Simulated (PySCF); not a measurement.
NICS in rings of unrelated molecules.

Definitions: NICS(0) = −σiso at the ring centroid; NICS(1) = −σiso and NICS(1)zz = −σzz at ±1 Å along the ring normal z. Level: GIAO PBE0/pcSseg-1 (PySCF, non-relativistic, gas phase) on the PBE0-D3(BJ)/def2-SVP geometries, one conformer each. Atom numbers follow the mapped SMILES.

Question: Order these rings by mean NICS(1)zz, lowest (most negative) first (ppm).
A. ring C5–C6–C7–C8–C10–C11 in `[CH3:1][CH2:2][C@H:3]([OH:4])[c:5]1[cH:6][cH:7][c:8]([F:9])[cH:10][cH:11]1`
B. ring C3–C4–N5–C6–C7 in `[CH3:1][NH:2][C@H:3]1[CH:4]=[N:5][CH2:6][CH2:7]1`
C. ring C1–N2–C3–S4–N5 in `[cH:1]1[n:2][cH:3][s:4][n:5]1`
D. ring C1–C2–N3–S4–N5 in `[cH:1]1[cH:2][n:3][s:4][n:5]1`
E. ring C2–C3–N4–C8–P9 in `[CH3:1][c:2]1[cH:3][n:4]([CH:5]([CH3:6])[CH3:7])[cH:8][p:9]1`
F. ring Si4–C5–C6–C7–C8 in `[CH3:1][CH:2]([CH3:3])[SiH:4]1[CH2:5][CH:6]=[CH:7][CH2:8]1`

Answer: D (-35.2), C (-33.6), A (-27.4), E (-25.7), B (-6.2), F (-1.4).

```csv
SMILES,ring,NICS(0),NICS(1),NICS(1)zz,HOMA,rms pucker (Å),ring atoms with four or more neighbours
c1cnsn1,5-membered ring with 2 N and S; formal bonds all aromatic,-14.7,-13.4,-35.2,–,0.00,0
c1ncsn1,5-membered ring with 2 N and S; formal bonds all aromatic,-14.5,-13.2,-33.6,–,0.00,0
CC[C@H](O)c1ccc(F)cc1,6-membered carbocycle; formal bonds all aromatic,-10.0,-11.2,-27.4,0.99,0.00,0
Cc1cn(C(C)C)cp1,5-membered ring with N and P; formal bonds all aromatic,-12.4,-10.7,-25.7,0.77,0.00,0
CN[C@H]1C=NCC1,"5-membered ring with N; formal bonds 1 double, 4 single",-1.8,-4.1,-6.2,–,0.04,3
CC(C)[SiH]1CC=CC1,"5-membered ring with Si; formal bonds 1 double, 4 single",-1.9,-2.8,-1.4,–,0.01,3
```

NICS(0) gives another order. The isotropic NICS(1) gives the same order. HOMA uses Krygowski's 1993 parameters; it is left out where a ring has a four-coordinate atom, a triple bond, no multiple bond or a kind of bond without parameters. NICS(1) and NICS(1)zz are means over the two faces.
